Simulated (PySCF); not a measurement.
**CsI: frontier orbitals**

r²SCAN at R = 3.387 Å; Cs def2-SVP with ECP46, I def2-SVP with ECP28; scalar-relativistic core potentials (PySCF 2.14). State: ¹Σ⁺ (singlet), closed shell. Only the outer orbitals are listed, counted within each symmetry, core potentials removing the inner ones.

| orbital | occ. | ε (eV) | on Cs (%) | main shells (%) |
| --- | --- | --- | --- | --- |
| 4σ | 2 | -28.36 | 100 | 100 Cs s |
| 5σ | 2 | -14.96 | 33 | 66 I s, 33 Cs p |
| 3π | 2 | -14.51 | 100 | 100 Cs p |
| 3π | 2 | -14.51 | 100 | 100 Cs p |
| 6σ | 2 | -13.99 | 67 | 66 Cs p, 32 I s |
| 7σ | 2 | -4.56 | 8 | 92 I p |
| 4π | 2 | -4.35 | 5 | 95 I p |
| 4π | 2 | -4.35 | 5 | 95 I p |
| 8σ | 0 | -1.21 | 99 | 86 Cs s, 12 Cs p |
| 5π | 0 | -0.04 | 100 | 85 Cs p, 15 Cs d |
| 5π | 0 | -0.04 | 100 | 85 Cs p, 15 Cs d |

Task: Which are the highest filled and the lowest empty level, where do they sit, and how wide is the gap?

Result: Highest filled 4π at -4.35 eV (in %: 95 I p); lowest empty 8σ at -1.21 eV (in %: 86 Cs s, 12 Cs p); the gap at r²SCAN is 3.14 eV.

| Item | Value |
| --- | --- |
| bond order (Mayer) | 0.67 |
| ⟨S²⟩ | 0.000 |
| charge on Cs (Mulliken, basis-dependent) | 0.65 |
| charge on Cs (Löwdin, basis-dependent) | 0.37 |
| dipole moment (positive dipole means Cs(−)I(+)) | -11.99 D |

Spin–orbit coupling is left out.
